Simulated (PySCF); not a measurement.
**Question.** Give a PBE0/def2-SV(P) geometry of `[C@@H]1([SiH3])C[C@@H]2[C@H]1CCC2`.

**Answer.** 
Z-matrix in Å and degrees, rows numbered from 1:
```
Si
C   1  1.8823
C   2  1.5530  1  116.45
C   3  1.5455  2   90.42  1  -119.65
C   4  1.5299  3  116.06  2  -107.54
C   5  1.5327  4  104.57  3    74.50
C   6  1.5327  5  103.44  4    38.06
C   7  1.5299  6  104.47  5   -37.89
H   1  1.5017  2  109.61  3    52.17
H   1  1.5009  2  111.09  3   171.71
H   1  1.5009  2  111.15  3   -67.33
H   2  1.1053  1  108.40  3   128.57
H   3  1.1039  2  115.27  1    -2.70
H   3  1.1039  2  114.53  1   122.93
H   4  1.1015  3  113.96  2   119.17
H   5  1.1057  4  109.53  3  -168.16
H   5  1.1046  4  112.72  3   -48.99
H   6  1.1064  5  110.26  4   -79.85
H   6  1.1033  5  113.14  4   160.79
H   7  1.1046  6  113.35  5  -161.04
H   7  1.1058  6  109.61  5    79.38
H   8  1.1032  2  114.82  1     1.06
```

Of the pairs four or more bonds apart, C2···H18 is among the closest relative to their van der Waals radii: 2.96 Å, 102 % of the sum of Bondi's values. The 5-membered ring C4–C5–C6–C7–C8 has internal angles of 103.4° to 106.1° (sum 525°, against 540° for a flat polygon); it is puckered, 0.17 Å rms from its mean plane, widest ring torsion 38°. Si1 (SiH3 silicon) is tetrahedral (angles from 108.2° to 111.2°). The 4-membered ring C2–C3–C4–C8 has internal angles of 89.6° to 90.4° (sum 360°, against 360° for a flat polygon); it is planar, 0.00 Å rms from its mean plane, widest ring torsion 0°.

The calculation used PBE0/def2-SV(P) geometry optimisation, gas phase (PySCF).

Point group: C1 (no symmetry element, even within 0.4 Å). No PBE0/def2-SV(P) frequencies stand behind this structure, so it isn't proved a minimum. The numbers are those of one conformer (Si1–C2–C3–C4 -120°, C2–C3–C4–C5 -108°, C3–C4–C5–C6 74°, C4–C5–C6–C7 38°).

Time: 82 s of wall time; peak memory 0.62 GiB. Hardware: one thread of an Intel Xeon at 2.70 GHz, shared host. That covers the optimisation of the geometry.
